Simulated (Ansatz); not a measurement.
The cluster Al₂As₂, relaxed as a singlet with RKS B3LYP-D4/def2-SVP in Ansatz, starting from the GFN2-xTB geometry. Force threshold 0.02 eV/Å.

The restricted singlet is unstable towards broken spin symmetry at other levels; at B3LYP-D4/def2-SVP this wasn't settled. At B3LYP-D4/def2-SVP a triplet of charge 0 lies 0.52 eV below the restricted singlet, each at its own geometry. The structure comes from a short search, and lower isomers may exist.

Start:

Cartesian coordinates in Å:
```
Al 0.4357 -1.0452 -0.4824
Al -0.4362 1.0454 0.4826
As 1.8845 0.4897 0.6447
As -1.8840 -0.4899 -0.6449
```

```json
{"step": "1", "energy (eV)": "-134860.5595", "largest force component (eV/Å)": "0.474", "SCF passes": "38"}
{"step": "2", "energy (eV)": "-134860.5799", "largest force component (eV/Å)": "0.208", "SCF passes": "22"}
{"step": "3 (rejected)", "energy (eV)": "-134860.5652", "largest force component (eV/Å)": "0.496", "SCF passes": "23"}
{"step": "4", "energy (eV)": "-134860.5842", "largest force component (eV/Å)": "0.061", "SCF passes": "23"}
{"step": "5", "energy (eV)": "-134860.5846", "largest force component (eV/Å)": "0.001", "SCF passes": "23"}
```

Force components are those of the run's own axes.

End:

```xyz
4

Al    0.456   -1.091   -0.503
Al   -0.456    1.091    0.503
As    1.865    0.485    0.638
As   -1.865   -0.485   -0.638
```

By distances, no bond broke or formed. The bond that changes most is Al1–As4, from 2.39 to 2.40 Å (atoms count from 1).

No frequencies were taken in this run, so the end may be a saddle point.

It took 7.5 s on 4 threads of Intel Xeon Platinum 8259CL on a shared host.
